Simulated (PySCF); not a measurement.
# Worked example: oscillator strength and radiative lifetime

CH₁₂OSi₄, SMILES O[Si@@H]([SiH2][SiH3])C[SiH3].

Geometry: PBE0-D3(BJ)/def2-SVP. The structure was generated by enumeration; whether it is a known compound was not checked. Other conformers were not sampled.

TDA-LC-ωPBE/def2-SVPD in PySCF puts the first singlet state with f over 0.02 at 7.13 eV (vertical), with the transition dipole (-0.278, -0.401, -0.344) in atomic units.

Find the oscillator strength, the wavelength and the radiative lifetime that this transition would have in vacuum if emission retraced absorption.


|μ|² = 0.3564 au, so |μ| = 1.52 D. ΔE = 7.13/27.211 = 0.2620 hartree. f = (2/3) ΔE |μ|² = 0.062 (the program prints 0.062).
λ = 1239.84/7.13 = 174 nm; ν = 57507 cm⁻¹.
Einstein's coefficient A = 0.6670 ν² f s⁻¹ (ν in cm⁻¹) = 1.4e8 s⁻¹, so τ = 1/A = 7.3 ns. This state is S2; the lower singlet has f = 0.017. The figure is the radiative limit of this one transition; relaxation, internal conversion, crossing to triplets and a medium change what is measured.
